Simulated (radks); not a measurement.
Task: Au II, 78 electrons, occupied as [Xe] 4f14 5d10. Calculated with a radial shooting solver on a logarithmic mesh with Libxc functionals: scalar-relativistic Kohn-Sham, LDA (Slater exchange, VWN5 correlation), spin-polarised, spherical densities, finite nucleus; Fermi nuclear charge, rms radius 5.4371 fm; hard spherical wall at 5 bohr. Some entries of the table are withheld. Estimate them.

| orbital | occ. | eigenvalue (eV) | <r^2> (bohr^2) | r(max) (bohr) |
|---|---|---|---|---|
| 1s | 2 | (1) | 0.0003938 | 0.01043 |
| 2s | 2 | -14244.89 | 0.006003 | (2) |
| 2p | 6 | -12325.49 | 0.005049 | 0.04982 |
| 3s | 2 | -3367.903 | 0.03873 | (3) |
| 3p | 6 | -2810.892 | 0.03978 | 0.1691 |
| 3d | 10 | -2213.500 | (4) | 0.1376 |
| 4s | 2 | -736.4657 | 0.1873 | 0.3829 |
| 4p | 6 | -553.6659 | 0.2140 | 0.4029 |
| 4d | 10 | -333.7726 | 0.2431 | 0.4104 |
| 5s | 2 | -116.6623 | 0.9640 | 0.8472 |
| 4f | 14 | -89.4882 | 0.3017 | (5) |
| 5p | 6 | -68.0953 | 1.304 | 0.9520 |
| 5d | 10 | -15.0937 | 2.866 | 1.217 |
| 6s | 0 | -12.6853 | (6) | 2.209 |
| 6p | 0 | -4.3376 | 8.374 | 2.707 |
| 5f | 0 | 10.9220 | 9.727 | 3.145 |

Result: 
(1) 1s eigenvalue (eV): -80684.55
(2) 2s r(max) (bohr): 0.06023
(3) 3s r(max) (bohr): 0.1698
(4) 3d <r^2> (bohr^2): 0.03294
(5) 4f r(max) (bohr): 0.3749
(6) 6s <r^2> (bohr^2): 6.477
